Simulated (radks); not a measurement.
Question: Species: Ba3+. Configuration: [Kr] 4d9.5 5s2 5p5 6p0.5 (fractional occupations, a model configuration). All-electron calculation, scalar-relativistic Kohn-Sham, OLYP, spin-polarised, spherical densities, point nucleus; open shells are filled with parallel spins first (spin-orbit coupling, left out, can overturn this in heavy ions). Program: a radial shooting solver on a logarithmic mesh with Libxc functionals. Some entries of the table are withheld. Estimate them.

| orbital | occ. | eigenvalue (eV) | <r^2> (bohr^2) | r(max) (bohr) |
|---|---|---|---|---|
| 1s up | 1 | -37292.77 | 0.0008886 | 0.01643 |
| 1s down | 1 | -37292.69 | 0.0008886 | 0.01643 |
| 2s up | 1 | -5929.477 | 0.01421 | 0.09288 |
| 2s down | 1 | -5929.208 | 0.01421 | 0.09288 |
| 2p up | 3 | -5321.456 | 0.01129 | 0.07463 |
| 2p down | 3 | -5321.208 | 0.01129 | 0.07463 |
| 3s up | 1 | -1280.136 | 0.09730 | 0.2663 |
| 3s down | 1 | -1279.950 | 0.09728 | 0.2663 |
| 3p up | 3 | -1085.238 | 0.09732 | 0.2605 |
| 3p down | 3 | -1085.026 | 0.09730 | 0.2605 |
| 3d up | 5 | -802.6922 | 0.08365 | 0.2149 |
| 3d down | 5 | -802.4161 | 0.08363 | 0.2149 |
| 4s up | 1 | -278.4177 | 0.5083 | 0.6238 |
| 4s down | 1 | -277.6681 | 0.5084 | 0.6238 |
| 4p up | 3 | -215.2547 | 0.5755 | 0.6519 |
| 4p down | 3 | -214.5112 | 0.5753 | 0.6520 |
| 4d up | 5 | -123.4417 | 0.7248 | 0.6914 |
| 4d down | 4.5 | -122.6715 | 0.7235 | 0.6916 |
| 5s up | 1 | -62.4259 | 2.752 | 1.441 |
| 5s down | 1 | -61.2163 | 2.766 | 1.441 |
| 5p up | 3 | -46.0935 | 3.533 | (1) |
| 5p down | 2 | -44.9525 | 3.595 | (2) |
| 5d up | 0 | -24.8507 | 6.337 | 2.035 |
| 5d down | 0 | -24.2458 | 6.802 | 2.064 |
| 6s down | 0 | -21.4773 | 13.55 | 3.351 |
| 6s up | 0 | -21.0561 | 13.53 | 3.272 |
| 6p up | 0.5 | -16.8148 | 18.22 | 3.814 |

Answer: 
(1) 5p up r(max) (bohr): 1.608
(2) 5p down r(max) (bohr): 1.610
